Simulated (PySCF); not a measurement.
C₃H₇BF₂O.

```xyz
14

C     -1.5566     0.1501    -1.0166
C     -0.8594     0.4244     0.3251
O     -1.6641     0.0656     1.4339
B      0.4944    -0.3719     0.3727
F      0.6805    -1.3605     1.2420
C      1.6824    -0.0812    -0.6218
F      1.4366     1.0184    -1.4400
H     -2.4904     0.7341    -1.0922
H     -1.8218    -0.9155    -1.1097
H     -0.9117     0.4383    -1.8605
H     -0.5923     1.5072     0.3421
H     -2.4915     0.5601     1.3667
H      2.6202     0.0957    -0.0591
H      1.8760    -0.9666    -1.2601
```
Charge 0, spin multiplicity 1.

Geometry: r2SCAN-D4/def2-SVP. The structure was generated by enumeration; whether it is a known compound was not checked. The values are those of a single conformer.

These are PBE/pcSseg-1 run with PySCF values and carry that method's errors. Non-relativistic, no solvent.

Computed absolute GIAO shielding of each atom: isotropic value and principal components (ppm):
```
atom  σ(iso)    σ11    σ22    σ33   span
----  ------  -----  -----  -----  -----
C1     158.2  135.9  157.4  181.3   45.4
C2     113.4   77.4  107.3  155.5   78.1
O3     277.2  237.9  288.4  305.4   67.6
B4      35.6  -30.2   52.0   84.9  115.1
F5     184.5    7.4   56.9  489.4  482.0
C6      96.6   57.4   71.7  160.7  103.4
F7     457.8  417.2  462.4  493.8   76.7
H8      30.0   27.0   27.8   35.1    8.1
H9      30.0   26.9   28.2   34.9    8.0
H10     29.4   24.6   29.0   34.6   10.1
H11     26.8   21.7   27.6   31.2    9.5
H12     31.6   22.9   29.4   42.4   19.5
H13     26.5   22.6   26.0   31.0    8.4
H14     26.6   23.1   25.8   30.8    7.7
```
